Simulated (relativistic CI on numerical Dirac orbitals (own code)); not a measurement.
Ligand-field terms of d5

Computed with a parametric ligand-field model of a d^n configuration (Racah B and C, spin-orbit zeta, crystal field), exact diagonalisation.

Field parameters in Wybourne normalisation: Oh B⁴₀ = 21Dq, B⁴₄ = √(5/14) B⁴₀. The field is a parameter set, without covalency.

B = 880 cm⁻¹, C = 3800 cm⁻¹ (C/B = 4.32), Oh, no spin-orbit coupling. Tanabe-Sugano data, E/B above the lowest term (Δ = |10Dq|; b, c mark the second and third term of a kind):

```tsv
Δ/B	6A1	4T1	4T2	4T1(b)	2T2	2A2
1.0	0.00	31.44	31.57	37.37	45.37	45.44
5.0	0.00	28.96	31.04	39.61	41.41	43.43
9.0	0.00	25.47	29.60	42.42	34.80	40.22
13.0	0.00	21.75	27.21	44.82	27.57	36.62
17.0	0.00	17.93	24.15	46.49	20.10	32.86
21.0	0.00	14.06	20.73	47.47	12.52	29.03
25.0	0.00	10.15	17.11	48.04	4.85	25.14
29.0	2.87	9.10	16.25	51.24	0.00	24.11
33.0	10.64	12.93	20.22	59.22	0.00	27.94
37.0	18.44	16.79	24.17	67.17	0.00	31.80
41.0	26.27	20.66	28.12	75.09	0.00	35.67
45.0	34.12	24.54	32.07	83.01	0.00	39.56
```

The ground term changes from 6A1 to 2T2 between Δ/B = 25.0 and 29.0.
